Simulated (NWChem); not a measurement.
Molecule: CH₄CdS; SMILES [CH3][Cd][SH]

```xyz
7

Cd     0.0096    -0.2720    -0.0001
C      0.0040    -2.3792     0.0005
H     -0.6563    -2.7586    -0.7930
H     -0.3508    -2.7603     0.9691
H      1.0201    -2.7615    -0.1771
S      0.0500     2.0884     0.0001
H     -1.2978     2.1981     0.0000
```
Atoms are numbered in this order, from 1.

All runs: NWChem. Structure relaxed at the PBE0/def2-SVP level. def2 effective core potentials on Cd; no spin-orbit coupling. LC-ωPBE (HJS hole) with def2-SVP; x = 1 − exp(−ω/0.25 bohr⁻¹) is a scale chosen for this fit.

| row | x | −ε(HOMO) (eV) |
|---|---|---|
| ω = 0.05 | 0.181 | 6.30 |
| ω = 0.10 | 0.330 | 7.01 |
| ω = 0.20 | 0.551 | withheld |
| ω = 0.50 | 0.865 | 9.85 |
| ω = 0.80 | 0.959 | 10.32 |

### Question
Fit a straight line of the last column on the one before it, predict the withheld value, and compare with the run.

### Answer

1. Means of the 4 shown rows: x = 0.5837, y = 8.370. Slope Σ(x − x̄)(y − ȳ)/Σ(x − x̄)² = 2.327/0.4465 = 5.211; intercept 5.328.
2. The shown rows scatter about the line by 0.025 (root mean square); the largest residual is -0.04, at ω = 0.10.
3. At x = 0.551 (ω = 0.20; inside the shown range) the line gives 8.20.
4. The run gives 8.15, -0.05 from the line, 2.0 times the scatter.
